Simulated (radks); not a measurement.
Question: Ir V, 73 electrons, occupied as [Xe] 4f14 5d(up 3.75, down 1.25) (fractional occupations, a model configuration). Method: scalar-relativistic Kohn-Sham, PBEsol, spin-polarised, spherical densities, point nucleus; computed with a radial shooting solver on a logarithmic mesh with Libxc functionals. Some entries of the table are withheld. Estimate them.

orbital,occ.,eigenvalue (eV),<r> (bohr)
1s down,1,-76159.05,0.01744
1s up,1,-76159.05,0.01744
2s up,1,-13362.36,0.07362
2s down,1,-13362.18,0.07362
2p up,3,-11614.84,0.06625
2p down,3,-11614.69,0.06625
3s up,1,-3161.467,0.1905
3s down,1,-3161.392,0.1905
3p up,3,-2650.611,0.1914
3p down,3,-2650.528,0.1913
3d up,5,-2088.492,0.1733
3d down,5,-2088.357,0.1733
4s up,1,-711.4129,0.4234
4s down,1,-711.2322,0.4234
4p up,3,-543.8673,0.4506
4p down,3,-543.6947,0.4506
4d up,5,-338.2530,0.4785
4d down,5,-338.0490,0.4784
5s up,1,-145.4069,0.9734
5s down,1,-144.0142,0.9698
4f up,7,-109.6567,0.5348
4f down,7,-109.3328,0.5332
5p up,3,-101.6761,(1)
5p down,3,-99.9317,(2)
5d up,3.75,(3),1.477
5d down,1.25,(4),1.481

Answer: 
(1) 5p up <r> (bohr): 1.117
(2) 5p down <r> (bohr): 1.113
(3) 5d up eigenvalue (eV): -51.3945
(4) 5d down eigenvalue (eV): -49.3377
